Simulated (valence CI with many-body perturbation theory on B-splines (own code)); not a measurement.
# Valence orbitals of I³⁺

Calculated by configuration interaction combined with many-body perturbation theory (CI+MBPT): four valence electrons over a frozen Dirac-Fock core [Kr] 4d10, radial functions for each j: 11 s, 11 p, 9 d, 7 f, 5 g, 2 h, 1 i, with the one-electron correlation potential Σ1, the two-electron term Σ2, the three-electron term Σ3, Breit, model QED; selected CI, second order for the rest, scaled by the run's own slope (own B-spline code, finite nucleus).

No measured levels were compared; by estimate levels hold to about 250 cm⁻¹ or 0.2 % of their energy and the worst to 1 %, as in measured heavy ions of charge 2 to 7; those with d or f electrons hold less well. Core correlation moves these levels by up to 11000 cm⁻¹, and in measured spectra 5 to 20 % of such shifts remained as error; rates that hang on mixing are uncertain with them. Among the levels kept, up to 300 cm⁻¹ of a level comes from second order outside the variational space, and about a tenth of that is noise between levels of different J, which matters for small intervals.

These are the spectroscopic orbitals of the CI (the correlating ones are not listed), shaped by the core and the other valence electrons. h is the expectation value of the core's Dirac-Fock operator, without the valence repulsion; Σ1 is computed up to l = 3 at one energy for each symmetry, that of its lowest orbital but kept below the first core excitation, so for empty shells it is not the orbital's own correlation shift; Breit and QED include the response of the core.

| Orbital | h (hartree) | Σ1 (cm⁻¹) | Breit (cm⁻¹) | QED (cm⁻¹) | ⟨r⟩ (bohr) |
| --- | --- | --- | --- | --- | --- |
| 5s1/2 | -3.1324 | -13213 | 227 | 253 | 1.866 |
| 6s1/2 | -1.5932 | -2558 | 60.7 | 65.0 | 3.939 |
| 7s1/2 | -0.96215 | -958 | 24.8 | 26.6 | 6.796 |
| 8s1/2 | -0.64625 | -479 | 12.9 | 13.8 | 10.37 |
| 5p1/2 | -2.6548 | -10350 | 317 | -7.2 | 2.107 |
| 6p1/2 | -1.3856 | -2045 | 81.9 | -2.0 | 4.493 |
| 7p1/2 | -0.86211 | -854 | 37.3 | -1.0 | 7.557 |
| 8p1/2 | -0.59002 | -448 | 20.4 | -0.5 | 11.35 |
| 5p3/2 | -2.5875 | -9583 | 173 | 11.5 | 2.172 |
| 6p3/2 | -1.36 | -1953 | 45.6 | 2.9 | 4.585 |
| 7p3/2 | -0.84957 | -823 | 22.2 | 1.3 | 7.674 |
| 8p3/2 | -0.58298 | -434 | 12.2 | 0.7 | 11.49 |
| 5d3/2 | -1.8509 | -4032 | 32.6 | -6.5 | 2.987 |
| 6d3/2 | -1.052 | -1239 | 12.5 | -2.4 | 5.888 |
| 7d3/2 | -0.6906 | -597 | 6.5 | -1.3 | 9.443 |
| 5d5/2 | -1.8402 | -3917 | 6.0 | -3.6 | 3.010 |
| 6d5/2 | -1.0476 | -1214 | 2.5 | -1.4 | 5.916 |
| 7d5/2 | -0.68828 | -587 | 1.4 | -0.7 | 9.477 |
| 4f5/2 | -1.6451 | -5385 | -48.9 | -3.0 | 3.009 |
| 5f5/2 | -1.0436 | -2848 | -33.7 | -2.5 | 5.884 |
| 4f7/2 | -1.646 | -5328 | -59.6 | -2.6 | 3.007 |
| 5f7/2 | -1.043 | -2799 | -41.8 | -2.2 | 5.886 |
| 5g7/2 | -0.80555 |  | 0.0 | 0.0 | 6.815 |
| 5g9/2 | -0.80558 |  | 0.0 | 0.0 | 6.815 |

Among the shells of the start configuration 5s2 5p2, Σ1 is largest in size for 5s1/2, where it is 1.9 % of h.

Lowest root of each symmetry, sizes in configuration state functions:

```csv
J,Parity,Roots,Reference,Variational,Second order,Change by selected CI (cm⁻¹),Change by second order (cm⁻¹)
0,even,7,28,24628,430350,-6801,-16
1,even,10,56,39994,1255151,-6505,-34
2,even,14,66,39999,2130315,-6757,-69
3,even,10,43,39998,2456351,-13083,-177
4,even,6,22,40000,2022094,-13293,-141
5,even,3,6,37667,1555804,-13475,-71
0,odd,4,15,18748,353825,-11342,-25
1,odd,11,40,39999,1278086,-9644,-38
2,odd,12,46,39997,1854436,-4792,-37
3,odd,6,36,39989,1925510,-9416,-70
4,odd,2,22,28430,1374525,-11631,-70
```
